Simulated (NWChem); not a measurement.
boron monoxide dimer (B$_{2}$O$_{2}$); SMILES O=BB=O

```xyz
4

O      0.0000     0.0000    -2.0254
B      0.0000     0.0000    -0.8262
B      0.0000     0.0000     0.8262
O      0.0000     0.0000     2.0254
```
Atoms are numbered in this order, from 1.

All runs: NWChem. Pople sets run with spherical d functions. STO-3G and 3-21G are far too small for this property and stand as cheap habits. The geometry was optimised at PBE0/def2-SVP. Vertical excitations in the gas phase; the lowest state need not have the same character in each row.

| level | basis functions | lowest excitation, singlet (eV) | oscillator strength of that lowest state | orbital gap (eV) |
|---|---|---|---|---|
| PBE/3-21G, TDA | 36 | 6.65 | 0.000 | 6.65 |
| PBE/6-31G*, TDA | 56 | 6.20 | 0.000 | 6.20 |
| PBE/6-31+G*, TDA | 72 | 6.14 | 0.000 | 6.14 |
| PBE/def2-SVP, TDA | 56 | 6.24 | 0.000 | 6.24 |
| PBE/def2-SVPD, TDA | 86 | 6.13 | 0.000 | 6.13 |
| PBE/def2-TZVP, TDA | 124 | 6.12 | 0.000 | 6.12 |
| PBE/aug-cc-pVDZ, TDA | 92 | 6.13 | 0.000 | 6.13 |
